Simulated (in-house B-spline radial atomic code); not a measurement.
A fraction x of an electron is removed from 4s in Ga, starting from [Ar] 3d10 4s2 4p1 and keeping the highest spin. Computed with a radial B-spline atomic code at the basis-set limit: scalar-relativistic (X2C) PBE, spin-polarised, spherical fractional occupations, Fermi nucleus of rms radius 3.9973 fm.

```csv
x,E(x) - E(0) (eV),4s down level (eV)
0,0.0000,-8.519
0.1,0.8865,-9.215
0.18,?,?
0.32,3.0879,-10.811
0.49,5.0344,-12.096
0.5,5.1557,-12.173
0.53,?,?
0.65,7.0692,-13.345
0.85,9.8985,-14.955
0.92,10.9652,-15.519
1,12.2313,-
```

**Question.** What belongs in the row x = 0.18?

**Answer.** An energy change of 1.6465 eV; 4s down at -9.786 eV.

**Question.** What belongs in the row x = 0.53?

**Answer.** An energy change of 5.5244 eV; 4s down at -12.405 eV.

**Question.** Check Janak's theorem between x = 0.32 and 0.49.

**Answer.** The slope of the energy is 11.45 eV; the orbital levels give 11.45 eV (-ε of the emptying orbital, averaged over the two points).
